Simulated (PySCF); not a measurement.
C2H2O, SMILES C1=CO1. Heavy atoms are numbered as in [CH:1]1=[CH:2][O:3]1. Hydrogens are named by the atom that carries them.

Coordinates come from a PBE0-D3(BJ)/def2-TZVP optimisation.

All values below come from PBE0/pcSseg-2 (PySCF).

GIAO shieldings, no solvent; atoms alike by connectivity are averaged. δ = σ(ref) − σ: ¹³C against TMS (σ = 186.1 ppm); ¹⁷O against H2O (σ = 327.8 ppm); ¹H against TMS (σ = 31.54 ppm), references at their B3LYP-D3(BJ)/def2-TZVP geometries, non-relativistic.

Computed chemical shifts:
| nucleus | atoms | count | δ (ppm) |
|---|---|---|---|
| ¹³C | C1 (CH) | 2 | 128.3 |
| ¹⁷O | O3 | 1 | -39.1 |
| ¹H | H on C1 | 2 | 7.47 |
